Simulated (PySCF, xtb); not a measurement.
C₄H₅BO₂, SMILES C1=COB(O)C1=C. Other conformers were not sampled.

Harmonic wavenumbers (cm⁻¹) from GFN2-xTB run with xtb at its own minimum, in rising order: 154, 231, 235, 396, 439, 535, 608, 646, 691, 695, 774, 819, 830, 902, 903, 957, 1039, 1081, 1132, 1196, 1269, 1369, 1407, 1606, 1671, 3078, 3109, 3126, 3154, 3604.

Task: What does PBE-D3(BJ)/def2-SVP run with PySCF give at its own minimum? (Estimate from the structure and the level; the computed values follow.)

Result: 157, 231, 255, 411, 457, 534, 559, 670, 697, 717, 785, 789, 879, 908, 927, 950, 1024, 1120, 1150, 1256, 1305, 1392, 1477, 1582, 1656, 3060, 3147, 3161, 3170, 3726. Paired by order, the mean absolute difference is 27 cm⁻¹ and the zero-point energies are 53.8 and 54.5 kcal/mol.
